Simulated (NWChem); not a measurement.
System: CsF; SMILES [F][Cs]

Parts of the log:

```
             Northwest Computational Chemistry Package (NWChem) 7.3.0
             --------------------------------------------------------

                             Geometry "geometry" -> ""
                             -------------------------

 Output coordinates in angstroms (scale by  1.889725989 to convert to a.u.)

  No.       Tag          Charge          X              Y              Z
 ---- ---------------- ---------- -------------- -------------- --------------
    1 Cs                  55.0000     0.00000000     0.00000000    -0.36105000
    2 F                    9.0000     0.00000000     0.00000000     2.01937600

 Effective nuclear repulsion energy (a.u.)     110.0402777716

                                 NWChem DFT Module
                                 -----------------

 Summary of "ao basis" -> "ao basis" (spherical)
 ------------------------------------------------------------------------------
       Tag                 Description            Shells   Functions and Types
 ---------------- ------------------------------  ------  ---------------------
 Cs                         def2-svp                10       24   5s3p2d
 F                          def2-svp                 6       14   3s2p1d

            General Information
            -------------------
          SCF calculation type: DFT
          Wavefunction type:  closed shell.
          No. of atoms     :     2
          No. of electrons :    18
           Alpha electrons :     9
            Beta electrons :     9
          Charge           :     0
          Spin multiplicity:     1
          Use of symmetry is: off; symmetry adaption is: off
          Maximum number of iterations: 150
          AO basis - number of functions:    38
                     number of shells:    16
          Convergence on energy requested:  1.00D-06
          Convergence on density requested:  1.00D-05
          Convergence on gradient requested:  5.00D-04

              XC Information
              --------------
                       M06-2X Method XC Functional
                     Hartree-Fock (Exact) Exchange  0.540
                        M06-2X Exchange Functional  1.000
                      M06-2X Correlation Potential  1.000

             Grid Information
             ----------------
          Grid used for XC integration:  medium
          Radial quadrature: Mura-Knowles
          Angular quadrature: Lebedev.
          Tag              B.-S. Rad. Rad. Pts. Rad. Cut. Ang. Pts.
          ---              ---------- --------- --------- ---------
          Cs                  2.60      123          14.0       590
          F                   0.50       49           8.0       434
          Grid pruning is: on
          Number of quadrature shells:   172
          Spatial weights used:  Erf1

      Superposition of Atomic Density Guess
      -------------------------------------

 Sum of atomic energies:        -121.90018417

      Non-variational initial energy
      ------------------------------

 Total energy =    -118.853875
 1-e energy   =    -207.568040
 2-e energy   =      70.707574
 HOMO         =      -0.544940
 LUMO         =      -0.048162

   convergence    iter        energy       DeltaE   RMS-Dens  Diis-err
 ---------------- ----- ----------------- --------- --------- ---------
 d= 0,ls=0.0,diis     1   -119.7543019434 -1.38D+02  4.63D-02  8.66D-01
 d= 0,ls=0.0,diis     2   -119.3574248538  3.97D-01  3.26D-02  5.00D+00
 d= 0,ls=0.0,diis     3   -119.8537795782 -4.96D-01  2.32D-03  2.44D-03
 d= 0,ls=0.0,diis     4   -119.8545420400 -7.62D-04  3.88D-04  1.83D-04
 d= 0,ls=0.0,diis     5   -119.8538998039  6.42D-04  1.97D-04  6.16D-05
  Resetting Diis
 d= 0,ls=0.0,diis     6   -119.8539234841 -2.37D-05  3.33D-04  2.45D-05
 d= 0,ls=0.0,diis     7   -119.8539466477 -2.32D-05  2.60D-05  2.93D-07
 d= 0,ls=0.0,diis     8   -119.8539467450 -9.73D-08  7.48D-06  8.24D-08

         Total DFT energy =     -119.853946745037
      One electron energy =     -210.895515322800
           Coulomb energy =       86.704567396580
    Exchange-Corr. energy =      -13.669589726904
 Nuclear repulsion energy =       18.006590908088

 Numeric. integr. density =       18.000002559947

                       DFT Final Molecular Orbital Analysis
                       ------------------------------------

 Vector    7  Occ=2.000000D+00  E=-2.859001D-01
              MO Center= -1.7D-12,  3.6D-10,  1.9D+00, r^2= 7.8D-01
   Bfn.  Coefficient  Atom+Function         Bfn.  Coefficient  Atom+Function
  ----- ------------  ---------------      ----- ------------  ---------------
    29      0.627759  2 F  py                32     -0.479832  2 F  py
     7      0.102983  1 Cs py                16     -0.098238  1 Cs d -1
    21     -0.070022  1 Cs d -1              13     -0.035368  1 Cs py
    10     -0.031739  1 Cs py

 Vector    8  Occ=2.000000D+00  E=-2.859001D-01
              MO Center=  5.7D-11, -3.5D-12,  1.9D+00, r^2= 7.8D-01
   Bfn.  Coefficient  Atom+Function         Bfn.  Coefficient  Atom+Function
  ----- ------------  ---------------      ----- ------------  ---------------
    28      0.627759  2 F  px                31     -0.479832  2 F  px
     6      0.102983  1 Cs px                18      0.098238  1 Cs d  1
    23      0.070022  1 Cs d  1              12     -0.035368  1 Cs px
     9     -0.031739  1 Cs px

[...]
```

Level: M06-2X/def2-SVP with def2 effective core potentials on Cs, vertical spin-unrestricted ions. The geometry was optimised at PBE0-D3(BJ)/def2-TZVP. def2 effective core potentials on Cs; no spin-orbit coupling.

### Question
Reconstruct the input file.

### Answer
Several could match; the one computed here: the input that was run:
```
start job
memory heap 200 mb stack 900 mb global 1100 mb
geometry units angstroms noautosym nocenter noautoz
  Cs     0.000000     0.000000    -0.361050
  F      0.000000     0.000000     2.019376
end
basis spherical
  Cs library def2-svp
  F library def2-svp
end
ecp
  Cs library def2-ecp
end
dft
  xc m06-2x
  iterations 150
  vectors input atomic output neutral.movecs
end
task dft energy
charge 1
dft
  odft
  mult 2
  vectors input atomic output cation.movecs
end
task dft energy
```
